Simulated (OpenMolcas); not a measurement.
## V2+, Nb2+, Ta2+: d3 down the group

- Program: OpenMolcas 26.06
- Method: SS-CASPT2, IPEA 0.25 Eh, imaginary shift 0.1 Eh
- Basis: ANO-RCC-VTZP
- Scalar Hamiltonian: DKH2, point nucleus
- Spin-orbit coupling: state interaction with AMFI integrals over the reference wave functions, term energies averaged over their components

Active space for each ion: 3 electrons in 5 orbitals (d); closed shells correlated by CASPT2: V2+ 3s 3p; Nb2+ 4s 4p; Ta2+ 5s 5p.

Computed levels in cm-1 above 4F 3/2:

```csv
Level,V2+,Nb2+,Ta2+
4F 5/2,154,518,2540
4F 7/2,366,1183,4990
4F 9/2,632,1950,7060
4P 1/2,12080,9100,10750
2G 7/2,12240,9560,12640
4P 5/2,12320,9920,14550
2D 5/2(1),16980,13820,18890
2P 1/2,17020,12480,16180
2H 9/2,17180,13120,13320
weight of 4F in the lowest level (%),100,99,90
```

Mixed levels, with the weight of the term that names them: Ta2+ 4P 1/2 (67 %), Ta2+ 2P 1/2 (67 %), Ta2+ 2H 9/2 (52 %).

Measured, with the error of the calculation in %. Measured levels: V2+ from Sugar and Corliss, J. Phys. Chem. Ref. Data 7, 1191 (1978); Nb2+ from the list in Shadmi, J. Res. Natl. Bur. Stand. 70A, 435 (1966).

```csv
Level,V2+,Nb2+
4F 5/2,146 (+6.2),516 (+0.5)
4F 7/2,342 (+7.3),1177 (+0.5)
4F 9/2,584 (+8.2),1939 (+0.6)
4P 1/2,11514 (+4.9),8664 (+5.0)
2G 7/2,11966 (+2.3),9236 (+3.5)
4P 5/2,11770 (+4.7),9594 (+3.4)
2D 5/2(1),16375 (+3.7),13094 (+5.5)
2P 1/2,15580 (+9.2),
2H 9/2,16811 (+2.2),12916 (+1.6)
```

The fine-structure level 4F 9/2 changes by a factor of 11.2 from V2+ to Ta2+.

Without spin-orbit coupling 4P lies 11870, 8490, 8790 cm-1 above 4F in that order; the difference to the level 4P 1/2, of either sign, comes from spin-orbit coupling, which also lowers the zero.

CASPT2 breaks the degeneracy within a term, and the mean is taken; among the terms shown or strongly mixed into the levels shown the widest spread is 2200 cm-1 (5d3 2H, Ta2+). Terms from blocks run as CI alone lack orbitals of their own. The CASPT2 spread within a term exceeds the gap to the next term for 3d3 2P and 3d3 2H, so the order of their levels is uncertain (figures for V2+; the like holds for Nb2+, Ta2+). Levels of configurations with an s electron are missing; early in the row they begin among the upper levels of the d shell and mix with terms of their name (holds for Nb2+). Configurations with an s electron lie low in 5d ions of this charge, fall among these levels and mix in, so low-spin terms can stand far too high, up to twice their true height, and weights are not those of the real levels (holds for Ta2+). Computed and measured levels are paired by configuration, term and J; levels that our copy of the source lacks, or whose pairing is in doubt (as where it misses far off the trend of its configuration), stay unpaired and out of the deviations. Levels of configurations outside the active space are missing.

A number in round brackets counts repeated terms of one configuration in the order of the reference energies.
